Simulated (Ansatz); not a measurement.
`F[CH]1S[SiH2][Zn]1`, charge 0, multiplicity 1.

(1) Give a relaxed structure at PBE0-D4/def2-TZVP (Ansatz). (Estimate.)

Answers

(1) The calculation gave: 
Z-matrix (Å, degrees):
```
C
S 1 1.826
F 1 1.378 2 111.8
Zn 1 2.028 2 89.6 3 -115.5
H 1 1.090 2 107.2 3 117.7
Si 2 2.190 1 103.3 3 102.2
H 6 1.490 2 112.7 1 -107.6
H 6 1.488 2 107.9 1 134.4
```
